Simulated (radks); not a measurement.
Spherical quantum dot in the effective-mass picture: electrons in a parabolic well V = omega^2 r^2 / 2 with omega = 0.258, all in effective atomic units (hartree* = m*/eps^2 hartree, bohr* = eps/m* bohr), one dielectric constant everywhere. Method: non-relativistic Kohn-Sham, LDA (Slater exchange, Perdew-Wang correlation), spin-polarised, spherical densities; computed with a radial shooting solver with Libxc functionals. Levels are named by radial order and angular momentum (1s, 1p, 1d, 2s, ...), and open shells are averaged over m.

N = 34, configuration 1s2 1p6 1d10 2s2 1f14. This is the lowest configuration that the search found. Occupied and some empty levels:

level  occupation  eigenvalue (hartree*)  <r> (bohr*)
1s              2                 6.0878        4.448
1p              6                 6.1528        5.545
1d             10                 6.2271        6.197
2s              2                 6.2444        5.040
1f             14                 6.3126        6.656
2p              0                 6.3537        5.445
1g              0                 6.4093        7.016
2d              0                 6.4723        5.937

Energy (hartree*): total 129.134, kinetic 5.8396, external 45.220, Hartree 85.263, exchange-correlation -7.1882. Static polarisability (adiabatic kernel): 510.8 bohr*^3, against N/omega^2 = 510.8 from the generalised Kohn theorem.
